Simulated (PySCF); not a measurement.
This PySCF input asks for the NMR shieldings of SMILES CC(C)CC[SiH]([SiH3])[SiH3], C$_{5}$H$_{18}$Si$_{3}$; the geometry comes from GFN2-xTB.

```python
import basis_set_exchange as bse
import numpy as np
from pyscf import gto, dft
from pyscf.prop import nmr

atoms = """
C     2.442884   -1.757938   -0.555319
C     1.623470   -0.483530   -0.360416
C     2.546040    0.731808   -0.330842
C     0.791192   -0.595115    0.919566
C    -0.194116    0.549095    1.143758
Si   -1.518645    0.769694   -0.227060
Si   -2.285622   -1.317332   -0.905725
Si   -3.121666    2.242699    0.583666
H     3.128195   -1.898423    0.278346
H     3.026232   -1.703077   -1.471732
H     1.791228   -2.627006   -0.614759
H     0.939705   -0.381533   -1.210556
H     3.165359    0.759448   -1.224898
H     1.974921    1.655224   -0.288076
H     3.200613    0.688020    0.537616
H     0.231117   -1.534379    0.884725
H     1.473863   -0.656170    1.773594
H     0.354095    1.482137    1.281561
H    -0.707566    0.364847    2.091810
H    -0.831520    1.431888   -1.362724
H    -3.588855   -1.201951   -1.565821
H    -1.410328   -2.019178   -1.850240
H    -2.476438   -2.242062    0.217458
H    -2.650545    3.616983    0.775428
H    -4.265642    2.328110   -0.327599
H    -3.659017    1.820355    1.881202
"""
names = dict.fromkeys(["C", "Si", "H"], "pcSseg-1")
basis = {el: gto.basis.parse(bse.get_basis(n, elements=[el], fmt="nwchem")) for el, n in names.items()}
mol = gto.M(atom=atoms, basis=basis, charge=0, verbose=0)
mf = dft.RKS(mol, xc="PBE0")
mf.grids.level = 2
mf.grids.alignment = dft.numint.BLKSIZE   # the property module wants whole blocks of grid points
mf.conv_tol = 1e-9
mf.kernel()

calc = nmr.RKS(mf)   # GIAO
C = mf.mo_coeff
Co = C[:, mf.mo_occ > 0]
resp = mf.gen_response(singlet=True, hermi=2)
def vind(x):   # induced exchange potential for any number of trial vectors
    d = np.einsum("pi,xij,qj->xpq", C, 2 * x.reshape(-1, C.shape[1], Co.shape[1]), Co, optimize=True)
    return np.einsum("xpq,pi,qj->xij", resp(d - d.transpose(0, 2, 1)), C, Co, optimize=True).ravel()
mo1, _ = nmr.rhf.solve_mo1(calc, with_cphf=vind)
sigma = calc.kernel(mo1)
for i, s in enumerate(sigma):   # ppm
    w = np.linalg.eigvalsh((s + s.T) / 2)
    print("%2d %-2s iso %8.1f  s11 %8.1f  s22 %8.1f  s33 %8.1f" % (i, mol.atom_pure_symbol(i), w.mean(), *w))
```

Problem. What does it print?

Solution. 
```
 0 C  iso    160.5  s11    140.0  s22    153.3  s33    188.3
 1 C  iso    156.1  s11    152.1  s22    154.6  s33    161.5
 2 C  iso    165.5  s11    149.4  s22    160.2  s33    187.0
 3 C  iso    146.6  s11    134.5  s22    143.3  s33    161.9
 4 C  iso    176.0  s11    165.8  s22    172.1  s33    190.0
 5 Si iso    436.6  s11    394.3  s22    433.8  s33    481.7
 6 Si iso    467.2  s11    451.8  s22    465.0  s33    484.9
 7 Si iso    462.7  s11    447.9  s22    455.1  s33    485.0
 8 H  iso     31.0  s11     27.5  s22     28.6  s33     36.8
 9 H  iso     30.6  s11     26.3  s22     27.7  s33     37.7
10 H  iso     30.7  s11     25.7  s22     29.4  s33     36.9
11 H  iso     30.2  s11     25.9  s22     29.6  s33     35.2
12 H  iso     30.7  s11     26.5  s22     27.9  s33     37.7
13 H  iso     30.3  s11     24.7  s22     30.9  s33     35.4
14 H  iso     31.4  s11     28.1  s22     28.5  s33     37.6
15 H  iso     30.3  s11     25.9  s22     31.1  s33     34.0
16 H  iso     30.3  s11     25.4  s22     29.9  s33     35.7
17 H  iso     30.6  s11     25.2  s22     30.7  s33     35.7
18 H  iso     30.9  s11     24.7  s22     30.2  s33     37.7
19 H  iso     27.6  s11     23.8  s22     27.4  s33     31.7
20 H  iso     28.4  s11     24.3  s22     26.1  s33     34.7
21 H  iso     28.1  s11     23.9  s22     27.3  s33     33.2
22 H  iso     28.2  s11     24.9  s22     26.4  s33     33.5
23 H  iso     28.2  s11     24.4  s22     26.1  s33     34.1
24 H  iso     28.3  s11     24.4  s22     26.1  s33     34.4
25 H  iso     28.3  s11     24.8  s22     26.4  s33     33.8
```

These numbers come from an equivalent density-fitted implementation of the same equations, which agrees with the script to about 0.01 ppm for H and up to a few tenths of a ppm for heavy atoms, so last digits may differ.

Problem. Turn these shieldings into chemical shifts. δ = σ(ref) − σ, references computed at the same level: 13C (σ = 186.93 ppm) and 29Si (σ = 349.16 ppm) and 1H (σ = 31.72 ppm) against TMS.

Solution. Averaging equivalent atoms: C 3: 40.3; C 1: 30.9; C 0/2: 23.9; C 4: 11.0; Si 5: -87.4; Si 6/7: -115.8; H 19: 4.10; H 20/21/22/23/24/25: 3.47; H 11: 1.48; H 15/16: 1.41; H 17/18: 1.01; H 8/9/10/12/13/14: 0.95 ppm. 

Size and cost of the density-fitted run: 247 basis functions, 3.2 min wall time (2.8 min CPU) on 1 thread of an Intel Xeon, shared host; peak memory 1.2 GiB.
